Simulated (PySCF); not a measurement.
Cl2OSn. Atoms are numbered in the order given.

```xyz
4

Sn     0.0000     0.0000    -0.3736
O      0.0000     0.0000    -2.2207
Cl     0.0000    -1.8471     1.0720
Cl     0.0000     1.8471     1.0720
```
Charge 0, spin multiplicity 1.

Geometry: B3LYP-D3(BJ)/def2-SVP. The def2 effective core potentials stand for the cores of Sn; spin–orbit coupling is left out.

These are IEF-PCM-PBE0/def2-SVP in PySCF values and carry that method's errors.

The values are the electrostatic part of the solvation free energy, E(continuum) − E(gas) at the gas-phase geometry, in a cavity of scaled van der Waals radii (PySCF's table); cavitation and dispersion terms are not included. A continuum can't describe solvent molecules that bind to the metal. In vacuum the orbital gap is 4.63 eV. The dipole moment in vacuum is 1.95 D.

Computed values in water (ε = 78.36), toluene (ε = 2.37), cyclohexanone (ε = 15.62):
```json
[
 {"solvent": "water", "ε": "78.36", "ΔG(elec) (kcal/mol)": "-7.0", "dipole (D)": "2.69", "gap (eV)": "4.83"},
 {"solvent": "toluene", "ε": "2.37", "ΔG(elec) (kcal/mol)": "-3.2", "dipole (D)": "2.28", "gap (eV)": "4.71"},
 {"solvent": "cyclohexanone", "ε": "15.62", "ΔG(elec) (kcal/mol)": "-6.4", "dipole (D)": "2.62", "gap (eV)": "4.81"}
]
```
